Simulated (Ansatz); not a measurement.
```csv
atom,x (Å),y (Å),z (Å)
Al,0.0000,0.0000,-0.9644
N,0.0000,0.0000,0.9644
```

Basis set: 6-31G (spherical functions). Left uncorrelated: 6 orbitals. Charge 0, multiplicity 3.

Computed with Ansatz (development build ahead of 0.2.0); the reference of a correlated method needn't be the lowest determinant of its kind.

(1) Give the atomization energy at this shape (free ground-state atoms in the same class of orbitals less the molecule, no zero-point energy) of triplet AlN by UHF-BCCD(T), UHF-CCSD(T).

Answers

(1)

```tsv
method	atomization energy
UHF-BCCD(T)	1.37 eV
UHF-CCSD(T)	1.37 eV
```

Caution: the reference determinant was not shown to be the lowest.

This basis has no polarisation functions and is too small for such energies, which can lie far from measured ones in either direction.
